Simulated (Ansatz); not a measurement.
Reaction (ligand exchange at a B–C bond): `C/C=C\BN` + H₂Se → `NB[SeH]` + `C=CC`

Program: Ansatz. Geometries: PBE0-D4/def2-TZVP. ΔE: electronic, gas phase. CBS: MP2 limit from def2 TZ/QZ plus the TZ coupled-cluster correction, frozen cores. DFT in def2-TZVPP. HSE06 is defined as in plane-wave codes. For Se outer-core shells are correlated without core-valence functions, which leaves a few kJ/mol of doubt a bond. Scalar relativity is left out up to krypton. Each species was taken in one conformer, which may not be the lowest.

Question: Is it downhill or uphill in electronic energy at CCSD(T)/CBS, and by how much? (An estimate is asked.)

Answer: The calculation gave: Downhill: ΔE = -48.3 kJ/mol.

Question: What do these levels give: LDA (SPW92), PBE-D4, BLYP-D4, HSE06-D4, CAM-B3LYP-D4, ωB97M-V, PBE-QIDH, PBE, PBE0, HF/def2-TZVPP, CCSD(T)/def2-TZVPP, MP2/def2-QZVPP? (Best estimate.)

Answer: Ansatz gave: LDA (SPW92) -39.3, PBE-D4 -44.3, BLYP-D4 -41.4, HSE06-D4 -46.0, CAM-B3LYP-D4 -42.1, ωB97M-V -44.5, PBE-QIDH -49.2, PBE -45.5, PBE0 -47.1, HF/def2-TZVPP -48.0, CCSD(T)/def2-TZVPP -47.2, MP2/def2-QZVPP -51.3 kJ/mol.

Largest T1 diagnostic among the species: 0.012.

Leaving LDA and LC-ωPBE aside and taking each functional with its dispersion term where it has one, the values, not all of them listed here, spread over 8.6 kJ/mol, from PBE-QIDH to B97M-V. LDA lies +6.2 kJ/mol from PBE without D4. At CCSD(T), def2-SVP lies +5.0 kJ/mol from the extrapolated value and def2-TZVPP +1.1 kJ/mol.
